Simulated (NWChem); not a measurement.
CAlF$_{5}$; SMILES [F][Al]([F])[C](F)(F)F

```xyz
7

Al    -0.0030    -1.0086     0.0189
C     -0.0025     0.9946    -0.0358
F     -1.1367     1.4988    -0.5413
F      1.0088     1.4842    -0.7686
F      0.1328     1.4991     1.2058
F     -1.4274    -1.8363     0.0550
F      1.4285    -1.8240     0.0575
```
Atoms are numbered in this order, from 1.

Results from NWChem. Structure relaxed at the PBE0/def2-SVP level. Atomic charges in e: unrestrained fits to the electrostatic potential beside Mulliken populations; buried atoms are poorly determined by the fit.

Problem. Predict the results for B3LYP/def2-SVP. Quantities: ESP Al1; Mulliken Al1; ESP C2; Mulliken C2; ESP F3; Mulliken F3; ESP F4; Mulliken F4; ESP F5; Mulliken F5; relative RMS misfit of the potential (%).

Solution. 
```
Item                                      Value
----------------------------------------  -----
ESP Al1                                    1.08
Mulliken Al1                               0.98
ESP C2                                     0.30
Mulliken C2                                0.31
ESP F3                                    -0.18
Mulliken F3                               -0.18
ESP F4                                    -0.18
Mulliken F4                               -0.18
ESP F5                                    -0.18
Mulliken F5                               -0.19
relative RMS misfit of the potential (%)     24
```
